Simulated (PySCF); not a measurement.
Excitation energy of P by level of theory

P [Ne] 3s2 3p3 (4S) → P [Ne] 3s1 3p3 3d1 (6D), as a difference of total energies. Calculation: PySCF 2.14, in aug-cc-pV(Q+d)Z (7s6p5d3f2g, 89 functions); no relativity, point nucleus. Correlated levels: valence: [Ne] frozen. The calculations carry no spin-orbit coupling.

```
           method  excitation energy (eV)
              UHF                  12.140
              LDA                  14.048
              PBE                  13.860
             PBE0                  13.800
           r2SCAN                  13.382
             TPSS                  13.916
          LC-wPBE                  13.972
             PW91                  13.879
              M06                  14.168
    MP2 (valence)                  13.721
SCS-MP2 (valence)                  14.217
```

Task: How much does correlation contribute at MP2 (valence)?

Result: 13.721 − (12.140) = 1.581 eV, measured against UHF.

The upper state lies above the first ionisation limit, but in LS coupling its spin forbids autoionisation to the ground ion.

The promoted electron is Rydberg-like, and one or two diffuse shells describe it only roughly, which tends to raise the upper state.

In the upper state the promoted electron has a positive orbital energy at LDA, r2SCAN, TPSS, so the basis confines it.
